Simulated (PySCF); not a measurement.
**C²⁺: ionisation energy**

C²⁺ [He] 2s2 (1S) → C³⁺ [He] 2s1 (2S), as a difference of total energies. Computed with PySCF 2.14 in pcseg-2 (4s3p2d1f, 30 functions), with no relativity, point nucleus. Correlated levels: valence: 1s2 frozen. The calculations carry no spin-orbit coupling.

```tsv
method	ionisation energy (eV)
UHF	45.837
B3LYP	47.295
r2SCAN	46.678
MP2 (valence)	46.969
SCS-MP2 (valence)	47.196
CCSD (valence)	47.779
```

Q: How much does correlation contribute at MP2 (valence)?

A: 46.969 − (45.837) = 1.132 eV, measured against UHF.

Errors of the correlated levels include the incompleteness of this basis and the frozen core.

With two correlated electrons CCSD is exact in that space.

The coupled-cluster amplitudes are large for C²⁺ (T1 above 0.03 or a double amplitude above 0.15), so a single reference is strained.

For comparison: 47.888 eV (measured; NIST Atomic Spectra Database, ionization energies).
